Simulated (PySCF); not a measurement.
C7H16, charge +1, doublet, at a GFN2-xTB geometry (a state made from the parent by changing its charge; the spin is typed, not shown lowest), with bond 20-6 at 1.3 times its length; HF/STO-3G (PySCF).

Input for PySCF:
```python
from pyscf import gto, scf

mol = gto.Mole()
mol.atom = '''
    C    -3.81786694    0.29819405   -0.08883045
    C    -2.54182928   -0.42095989    0.27154081
    C    -1.27228489    0.29834115   -0.13294734
    C     0.00519143   -0.44727359    0.23362905
    C     1.26530876    0.30269556   -0.18099839
    C     2.55155430   -0.41691105    0.16611300
    C     3.81077492    0.31282717   -0.23033059
    H    -4.68570559   -0.27018872    0.23326772
    H    -3.89216475    0.46424564   -1.16552759
    H    -3.86129991    1.28853652    0.36893855
    H    -2.53220905   -0.61535831    1.35411852
    H    -2.55900659   -1.42762342   -0.17119513
    H    -1.29036080    0.48301512   -1.21384673
    H    -1.25900435    1.29389970    0.32695949
    H    -0.00223394   -1.43463050   -0.23837709
    H     0.02612445   -0.62368399    1.31351783
    H     1.26971730    1.29554927    0.28483076
    H     1.23825699    0.49361278   -1.26064941
    H     2.55579297   -1.41654175   -0.29277510
    H     2.59226223   -0.69157499    1.56870509
    H     3.84049942    0.50355400   -1.30501977
    H     4.69186285   -0.26029757    0.04382668
    H     3.87177308    1.29262181    0.24784481
'''
mol.basis = 'sto-3g'
mol.charge = 1
mol.spin = 1
mol.verbose = 4
mol.build()

mf = scf.UHF(mol)
mf.init_guess = 'huckel'
mf.kernel()
```

### Question
What does PySCF print? Leave out banner, timings and long lists.

### Answer

```
PySCF version 2.14.0

[INPUT] verbose = 4
[INPUT] num. atoms = 23
[INPUT] num. electrons = 57
[INPUT] charge = 1
[INPUT] spin (= nelec alpha-beta = 2S) = 1
[INPUT] symmetry False subgroup None
[INPUT] Mole.unit = angstrom
[INPUT] Symbol           X                Y                Z      unit          X                Y                Z       unit  Magmom
[INPUT]  1 C     -3.817866940000   0.298194050000  -0.088830450000 AA   -7.214722896631   0.563505086475  -0.167865222022 Bohr   0.0
[INPUT]  2 C     -2.541829280000  -0.420959890000   0.271540810000 AA   -4.803361194600  -0.795498901527   0.513137762543 Bohr   0.0
[INPUT]  3 C     -1.272284890000   0.298341150000  -0.132947340000 AA   -2.404269994522   0.563783065188  -0.251234061589 Bohr   0.0
[INPUT]  4 C      0.005191430000  -0.447273590000   0.233629050000 AA    0.009810380895  -0.845224587851   0.441494919242 Bohr   0.0
[INPUT]  5 C      1.265308760000   0.302695560000  -0.180998390000 AA    2.391087019413   0.572011707522  -0.342037386087 Bohr   0.0
[INPUT]  6 C      2.551554300000  -0.416911050000   0.166113000000 AA    4.821738818956  -0.787847702805   0.313908075730 Bohr   0.0
[INPUT]  7 C      3.810774920000   0.312827170000  -0.230330590000 AA    7.201320921161   0.591157675623  -0.435261733209 Bohr   0.0
[INPUT]  8 H     -4.685705590000  -0.270188720000   0.233267720000 AA   -8.854700265444  -0.510582682747   0.440812104502 Bohr   0.0
[INPUT]  9 H     -3.892164750000   0.464245640000  -1.165527590000 AA   -7.355125409186   0.877297114123  -2.202527935724 Bohr   0.0
[INPUT] 10 H     -3.861299910000   1.288536520000   0.368938550000 AA   -7.296799314708   2.434981124300   0.697192816294 Bohr   0.0
[INPUT] 11 H     -2.532209050000  -0.615358310000   1.354118520000 AA   -4.785181594645  -1.162858674375   2.558913143001 Bohr   0.0
[INPUT] 12 H     -2.559006590000  -1.427623420000  -0.171195130000 AA   -4.835821606057  -2.697817272815  -0.323511909559 Bohr   0.0
[INPUT] 13 H     -1.290360800000   0.483015120000  -1.213846730000 AA   -2.438428513875   0.912766290824  -2.293837876899 Bohr   0.0
[INPUT] 14 H     -1.259004350000   1.293899700000   0.326959490000 AA   -2.379173411136   2.445116065657   0.617863889927 Bohr   0.0
[INPUT] 15 H     -0.002233940000  -1.434630500000  -0.238377090000 AA   -0.004221534779  -2.711058734948  -0.450467414471 Bohr   0.0
[INPUT] 16 H      0.026124450000  -0.623683990000   1.313517830000 AA    0.049368055655  -1.178591929376   2.482188958433 Bohr   0.0
[INPUT] 17 H      1.269717300000   1.295549270000   0.284830760000 AA    2.399417952622   2.448233301180   0.538252128252 Bohr   0.0
[INPUT] 18 H      1.238256990000   0.493612780000  -1.260649410000 AA    2.339966582928   0.932792965785  -2.382282123995 Bohr   0.0
[INPUT] 19 H      2.555792970000  -1.416541750000  -0.292775100000 AA    4.829748744389  -2.676875951512  -0.553264755092 Bohr   0.0
[INPUT] 20 H      2.592262230000  -0.691574990000   1.568705090000 AA    4.898665657754  -1.306887325699   2.964422990311 Bohr   0.0
[INPUT] 21 H      3.840499420000   0.503554000000  -1.305019770000 AA    7.257492085351   0.951579148929  -2.466129952443 Bohr   0.0
[INPUT] 22 H      4.691862850000  -0.260297570000   0.043826680000 AA    8.866335800521  -0.491891118190   0.082820422149 Bohr   0.0
[INPUT] 23 H      3.871773080000   1.292621810000   0.247844810000 AA    7.316590737664   2.442701203540   0.468358812295 Bohr   0.0

nuclear repulsion = 307.588745557344
number of shells = 37
number of NR pGTOs = 153
number of NR cGTOs = 51
basis = sto-3g
ecp = {}

******** <class 'pyscf.scf.uhf.UHF'> ********
method = UHF
initial guess = huckel
damping factor = 0
level_shift factor = 0
DIIS = <class 'pyscf.scf.diis.CDIIS'>
diis_start_cycle = 1
diis_space = 8
diis_damp = 0
SCF conv_tol = 1e-09
SCF conv_tol_grad = None
SCF max_cycles = 50
direct_scf = True
direct_scf_tol = 1e-13
number electrons alpha = 29  beta = 28
Set gradient conv threshold to 3.16228e-05
Initial guess from on-the-fly Huckel, doi:10.1021/acs.jctc.8b01089.
Spherically averaged atomic HF for {'H', 'C'}

******** <class 'pyscf.scf.atom_hf.AtomSphAverageRHF'> ********
method = AtomSphAverageRHF
initial guess = minao
damping factor = 0
level_shift factor = 0
DIIS = <class 'pyscf.scf.diis.CDIIS'>
diis_start_cycle = 1
diis_space = 8
diis_damp = 0
SCF conv_tol = 1e-09
SCF conv_tol_grad = None
SCF max_cycles = 50
direct_scf = True
direct_scf_tol = 1e-13
atom = C
Set gradient conv threshold to 3.16228e-05
Initial guess from minao.
init E= -36.7517431777338
cycle= 1 E= -36.7619269638614  delta_E= -0.0102  |g|=    0  |ddm|= 0.0245
cycle= 2 E= -36.7619269638615  delta_E= -2.13e-14  |g|=    0  |ddm|= 1.91e-15
Extra cycle  E= -36.7619269638615  delta_E=    0  |g|=    0  |ddm|=    0
Atomic HF for atom  C  converged. SCF energy = -36.7619269638615

******** 1 electron system ********
Atomic HF for atom  H  converged. SCF energy = -0.466581849557275

init E= -259.511724004361
cycle= 1 E= -270.153435129037  delta_E= -10.6  |g|= 0.927  |ddm|=  7.5
cycle= 2 E= -270.76420194168  delta_E= -0.611  |g|= 0.207  |ddm|= 1.67
cycle= 3 E= -270.801526725971  delta_E= -0.0373  |g|= 0.0631  |ddm|= 0.311
cycle= 4 E= -270.807031710109  delta_E= -0.0055  |g|= 0.0213  |ddm|= 0.138
cycle= 5 E= -270.808042465417  delta_E= -0.00101  |g|= 0.0089  |ddm|= 0.0615
cycle= 6 E= -270.808244835128  delta_E= -0.000202  |g|= 0.0036  |ddm|= 0.0318
cycle= 7 E= -270.808292982787  delta_E= -4.81e-05  |g|= 0.00228  |ddm|= 0.0128
cycle= 8 E= -270.808329101913  delta_E= -3.61e-05  |g|= 0.00136  |ddm|= 0.0143
cycle= 9 E= -270.808344403615  delta_E= -1.53e-05  |g|= 0.000852  |ddm|= 0.00995
cycle= 10 E= -270.808351428385  delta_E= -7.02e-06  |g|= 0.000418  |ddm|= 0.00856
cycle= 11 E= -270.808352876429  delta_E= -1.45e-06  |g|= 0.000192  |ddm|= 0.00427
cycle= 12 E= -270.808353095619  delta_E= -2.19e-07  |g|= 0.000105  |ddm|= 0.0014
cycle= 13 E= -270.808353168723  delta_E= -7.31e-08  |g|= 5.54e-05  |ddm|= 0.000741
cycle= 14 E= -270.808353193179  delta_E= -2.45e-08  |g|= 2.94e-05  |ddm|= 0.000446
cycle= 15 E= -270.808353199679  delta_E= -6.5e-09  |g|= 1.58e-05  |ddm|= 0.000222
cycle= 16 E= -270.808353201634  delta_E= -1.96e-09  |g|= 6.61e-06  |ddm|= 0.000138
cycle= 17 E= -270.808353201889  delta_E= -2.55e-10  |g|= 2.41e-06  |ddm|= 5.49e-05
Extra cycle  E= -270.808353201901  delta_E= -1.21e-11  |g|= 1.6e-06  |ddm|= 4.78e-06
converged SCF energy = -270.808353201901  <S^2> = 0.7576724  2S+1 = 2.0076577
```
